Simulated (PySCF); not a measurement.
# What a mistake does to a calculation on B3GeH5

These are calculations, not measurements. The program is PySCF 2.14.0, an open-source quantum chemistry code, run on an isolated molecule that a program drew, which may never have been made. The molecule is B3GeH5 (charge 0, singlet), drawn as the SMILES string `B[BH][Ge][BH2]`.

Each row is a Hartree-Fock (HF) and frozen-core CCSD(T) single point in the cc-pVDZ basis, meant for a local HF minimum. Run 1 is clean. Each other run has one planted mistake out of seven kinds, and not every kind appears here: one electron removed, one electron added, multiplicity raised by two, geometry at a saddle point, minimal basis STO-3G, one bond length entered in bohr, all coordinates scaled. The reference is restricted for singlets and unrestricted otherwise, and also for a bond in bohr. Adding or removing an electron swaps singlet and doublet. Electrons count all cores. HOMO and LUMO are orbital energies over both spins, the gradient is its largest component, and the lowest frequency (negative if imaginary) is given only where the gradient is small. Bond lengths are over the 8 bonds as drawn. T1 is the CCSD diagnostic: over 0.02 (restricted) or 0.045 (unrestricted) a single reference is doubtful. Germanium has the cc-pVDZ-PP basis, with a core potential (ECP10MDF) in place of its 10 inner electrons, and its 3s, 3p and 3d shells are frozen in CCSD(T).

Geometry of the clean run:
```xyz
9
B3GeH5, angstrom
B    -0.1521    0.0126    0.8794
B    -1.0862   -0.3275   -0.4659
Ge   -3.1387   -0.3733   -0.5885
B    -3.3218    1.5888   -1.1636
H     0.1179   -0.8288    1.6954
H     0.2706    1.1227    1.0732
H    -0.5599   -0.6662   -1.4985
H    -3.5217    2.4380   -0.3370
H    -3.3254    1.9057   -2.3217
```

```
run,electrons,basis functions,<S^2>,HOMO (eV),LUMO (eV),gradient (hartree/bohr),lowest frequency (cm^-1),mean bond (Å),longest bond (Å),T1,HF (hartree),CCSD(T) (hartree),mistake
1,52,90,0.000,-8.48,0.66,3.2e-05,87,1.4748,2.057,0.0244,-370.24389,-370.63931,no fault
2,51,90,0.775,-15.54,-6.63,3.3e-02,-,1.4748,2.057,0.0228,-369.96839,-370.32758,one electron removed
3,52,90,0.000,-8.53,0.74,2.0e-02,-,1.4276,1.991,0.0246,-370.23714,-370.63202,?
4,53,90,0.780,-0.98,6.05,9.5e-03,-,1.4748,2.057,0.0339,-370.24809,-370.66530,?
```

**Which mistake was planted in run 3, and what did it cost?**

The mean and the longest bond both change by the same factor, 0.968, and the gradient is no longer small. So the mistake is: all coordinates scaled. Subtracting run 1 and multiplying by 627.51 kcal/mol a hartree, the energy moved by 4.2 kcal/mol in HF and 4.6 kcal/mol in CCSD(T).

**Which mistake was planted in run 4, and what did it cost?**

It counts 53 electrons, one more than the clean run, at the same geometry and basis. So the mistake is: one electron added. Subtracting run 1 and multiplying by 627.51 kcal/mol a hartree, the energy moved by -2.6 kcal/mol in HF and -16.3 kcal/mol in CCSD(T).

Cautions from the logs. Run 1: T1 is over the limit, so its CCSD(T) energy is less reliable; run 3: T1 is over the limit, so its CCSD(T) energy is less reliable.
